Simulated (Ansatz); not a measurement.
Ansatz (a quantum-chemistry and plane-wave program) input (CCSD(T)/def2-QZVPPD): A basis named .json is the Basis Set Exchange file of that set (core-valence sets with the plain set on hydrogen).

Ansatz 0.2 input:
```yaml
crystal:
  periodic: [false, false, false]
  atoms:
    - {symbol: Si, position_ang: [0.00000000, 0.00000000, 0.00000000]}
basis:
  gaussian:
    orbitals: def2-QZVPPD.json
magnetization: {spin_polarized: true, initial_magnetization: 2}
correlation: {method: ccsd_t, electrons: outside_noble_gas}
scf: {lower_state_search: full}
```

Output:

```
Functional definition: HF
integrals: 0.08 GiB planned
453 factors; integrals over basis functions are off by at most 8.8e-5 eV
mean field: 0.11 GiB planned
mean field evaluation 1: about -7859.9988 eV, gradient 4.2e0 eV
mean field evaluation 2: about -7859.9995 eV, gradient 4.2e0 eV
mean field evaluation 4: about -7860.2458 eV, gradient 2.7e-1 eV
mean field evaluation 8: about -7860.2465 eV, gradient 1.6e-3 eV
mean field evaluation 16: about -7860.2465 eV, gradient 1.9e-2 eV
mean field evaluation 32: about -7858.5320 eV, gradient 7.0e0 eV
mean field evaluation 64: about -7719.4392 eV, gradient 6.8e1 eV
mean field evaluation 96: about -7860.2465 eV, gradient 3.1e-5 eV
mean field -7860.24654447 eV, -288.8587326428 hartree, gradient 2.4e-6 eV, S^2 2.015640; 8 other end points of the search recorded, 0 dependent functions left out
5 core orbitals not correlated
reference -7860.24654447 eV, -288.8587326428 hartree; 3, 1 occupied and 68, 70 virtual orbitals, 453 factors
second order -1.64014073 eV of doubles, -0.00000000 eV of singles
coupled cluster: 0.20 GiB planned
cycle   1  -1.93608251 eV  change   -3.0e-1 eV  update   5.4e-2
cycle   2  -2.07765468 eV  change   -1.4e-1 eV  update   2.2e-2
cycle   3  -2.08853583 eV  change   -1.1e-2 eV  update   5.6e-3
cycle   4  -2.09004910 eV  change   -1.5e-3 eV  update   1.3e-3
cycle   5  -2.08982984 eV  change    2.2e-4 eV  update   3.1e-4
cycle   6  -2.08991232 eV  change   -8.2e-5 eV  update   8.5e-5
cycle   7  -2.08991292 eV  change   -6.0e-7 eV  update   1.8e-5
cycle   8  -2.08990655 eV  change    6.4e-6 eV  update   3.5e-6
cycle   9  -2.08990855 eV  change   -2.0e-6 eV  update   8.2e-7
perturbative correction -0.07805250 eV, -0.0028683763 hartree
Total energy: -7862.41450551 eV, -288.9384037416 hartree
```
